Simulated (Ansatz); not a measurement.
This geometry of GeH4O2SeSi (9 atoms, charge 0, multiplicity 1) is a first-order saddle point.

Level of theory: Ansatz, RKS PBE/def2-SVP.

```xyz
9
Properties=species:S:1:pos:R:3
O 0.733 1.664 1.320
Ge 0.549 0.278 0.205
O 2.239 -0.256 -0.070
Si -1.426 -0.905 -0.094
Se -0.850 0.647 -1.747
H 0.629 2.497 0.822
H 2.257 -1.020 -0.678
H -1.398 -2.350 -0.508
H -2.644 -0.600 0.732
```

Which two structures does it join? (They come from a converged band through this point; their orientation in space is the band's.)

No bond is made or broken. The dihedral H6–O1–Ge2–O3 goes from 153 to 29°.

First end point:

```xyz
9
Properties=species:S:1:pos:R:3
O 0.952 1.712 1.179
Ge 0.615 0.279 0.167
O 2.265 -0.392 0.014
Si -1.424 -0.799 -0.172
Se -0.707 0.681 -1.834
H 0.280 2.398 1.002
H 2.236 -1.265 -0.422
H -1.474 -2.254 -0.550
H -2.655 -0.407 0.598
```

Last end point:

```xyz
9
Properties=species:S:1:pos:R:3
O 0.527 1.725 1.261
Ge 0.425 0.303 0.184
O 2.147 -0.108 -0.132
Si -1.500 -0.967 -0.036
Se -0.938 0.412 -1.835
H 1.353 2.211 1.065
H 2.222 -0.561 -0.994
H -1.409 -2.451 -0.262
H -2.740 -0.610 0.733
```

How far does it lie above each of them?

0.016 eV above the first and 0.051 eV above the second. This is the barrier of this one path; another mechanism may lie lower.

Run time: 3.3 min on 2 threads of Arm Neoverse V1, on a shared host, peak memory 0.19 GiB.
